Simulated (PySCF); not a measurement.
C₄H₃S, SMILES [c]1ccsc1, doublet at its PBE0/def2-SVP optimised geometry (Å):

```
8

C     -0.1688    -1.2550     0.0000
C      1.1838    -1.2550     0.0000
S      1.7281     0.3926     0.0000
C      0.1197     1.0013     0.0000
C     -0.8187    -0.0021     0.0000
H      1.8966    -2.0782    -0.0001
H     -0.0510     2.0782    -0.0001
H     -1.8966     0.1612     0.0000
```

Method: unrestricted PBE0/def2-TZVP in PySCF 2.14.0. Cells within 0.4 Å of a nucleus heavier than hydrogen are left out (blank, or x).

Map of the deformation density (molecule minus spherical neutral atoms) (e/bohr³) on the plane z = 0.0 Å:

```
|111111111111111111111111111|
|111111111111111111111111111|
|111111111111111111111111111|
|111111111111111111111111111|
|111111111111111111111111111|
|111111111111111111111111111|
|111111111111011111111111111|
|111111111111393111111111111|
|111111111111595111111111111|
|111111111111384110011111111|
|1111111111113xx431012211111|
|1111111122149xx552x33211111|
|11111102763x84122xxx2111111|
|1111110388xx310001x00111111|
|11111111333x510024310111111|
|111111111128821135311111111|
|111111111125xx67xx111111111|
|111111111112xx99xx421111111|
|111111111112223317941111111|
|111111111112111114831111111|
|111111111111111111100111111|
|111111111111111111111111111|
|111111111111111111111111111|
|111111111111111111111111111|
|111111111111111111111111111|
|111111111111111111111111111|
|111111111111111111111111111|
```
Scale: ten equal steps from -0.024 (start of '0') to 0.105 (end of '9'), in the order '0123456789'; x runs from -4.50 to 4.50, y from -4.50 (bottom) to 4.50 (top).
